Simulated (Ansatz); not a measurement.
Hydrogen abstraction

Start structure (CH$_{7}$GeO, doublet), relaxed at PBE0-D4/def2-TZVP:

```
10
angstrom
H 1.0684 0.5787 -1.3961
Ge 1.8978 0.0891 -0.2015
O -1.1266 -1.1206 -0.0918
C -1.9301 -0.0612 0.1702
H 1.2152 0.5112 1.1072
H 2.0601 -1.4326 -0.2498
H 3.2862 0.7501 -0.2632
H -2.9481 -0.1817 -0.2275
H -1.4915 0.9044 -0.1211
H -2.0316 -0.0373 1.2736
```

The step: CH₃O ([CH3][O]) + GeH₄ → CH₄O ([CH3][OH]) + GeH₃; bonds formed: H1–O3; bonds broken: H1–Ge2. Ansatz 0.2.0; basis: def2-TZVPP and def2-QZVPP; cores frozen in the correlated methods; orbitals are unrestricted. Filled d shells of the heavier atoms are correlated. The def2 sets are not built for correlating such inner shells, so the correlated values are less sure here. Extrapolation: Hartree–Fock as exp(−7.88 √X), correlation as X^−2.97. Energies below are by CCSD(T) at an estimated basis limit (MP2 extrapolated from triple and quadruple zeta, plus CCSD(T) − MP2 in triple zeta).

Question: What are the electronic barrier and the energy of the step, from the start structure to the end structure? (An estimate is asked for; the value comes from the calculation.)

Answer: Computed: Barrier 0.239 eV; step energy -0.987 eV (downhill); reverse barrier, their difference, 1.226 eV. Barrier and step energy count from the start structure, the reverse barrier from the end structure.

The saddle point: One imaginary mode of 308i cm⁻¹.
| pair | start (Å) | saddle (Å) | end (Å) |
| --- | --- | --- | --- |
| H1–O3 | 3.07 | 1.56 | 0.96 |
| H1–Ge2 | 1.53 | 1.59 | 3.30 |

Zero-point energy (harmonic, PBE0-D4): ZPE is 1.836 eV at the start and 1.821 eV at the saddle, so the barrier goes from 0.239 to 0.223 eV.

The T1 diagnostic stays at or below 0.019. ⟨S²⟩ of the unrestricted Hartree–Fock references: 0.75 to 0.77 (a pure state has 0.75).

Radical steps of this kind take place in plasma deposition and etching.

Labels in which every atom is bracketed show which atoms are joined, not bond orders.

For scale, one of the runs: CCSD(T)/def2-TZVPP, 208 basis functions, launched by `ansatz run in.yaml --threads 8 --pin off --events-out ev --progress --plain --max-ram 19148MiB`. Hardware: 8 CPU threads of an Intel Xeon, shared host. Wall time 3.4 min; peak host memory 7.9 GiB.
